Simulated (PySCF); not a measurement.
Continuum solvent and chemical shifts

Bonds (- single, = double, # triple, : aromatic): O1=S2 1.457 Å, S2=O3 1.457 Å, S2-C4 1.787 Å, C4=C5 1.337 Å, C5-C6 1.480 Å, C6=C7 1.336 Å, C7-S2 1.786 Å. C4 carries H8; C5 carries H9; C6 carries H10; C7 carries H11.

GIAO PBE0/pcSseg-1 in PySCF 2.14.0 with density-fitted response routines on one PBE0-D3(BJ)/def2-SVP conformer, non-relativistic, equivalent nuclei averaged. Solvents enter as an IEF-PCM continuum (cyclohexane with ε = 2.0, tetrahydrofuran with ε = 7.4) around the gas-phase geometry. Shifts are referred to CS2, TMS computed in the same medium.

Gas phase, δ in ppm: S2 338.8, C4/C7 143.0, C5/C6 132.8, H8/H11 6.54, H9/H10 6.54. Dipole moment 4.86 D.

(1) How does each δ change in the continuum?

(2) Which nuclei move most (in ppm), and what does the model miss?

Answers

(1) 
| atoms | environment | Δδ, cyclohexane | Δδ, tetrahydrofuran |
| --- | --- | --- | --- |
| S2 | sulfone sulfur | +2.2 | +4.6 |
| C4/C7 | alkene CH | +0.2 | +0.3 |
| C5/C6 | alkene CH | +2.4 | +5.2 |
| H8/H11 | hydrogen on an alkene CH | +0.13 | +0.26 |
| H9/H10 | hydrogen on an alkene CH | +0.22 | +0.47 |

Changes are relative to the gas phase. The dipole moment becomes 5.48 D in cyclohexane, 6.15 D in tetrahydrofuran.

(2) C5/C6 (alkene CH, +5.2 ppm) in tetrahydrofuran. A continuum only polarises the solute; specific hydrogen bonds, the anisotropy of aromatic solvents and changes of geometry or conformer are outside it.
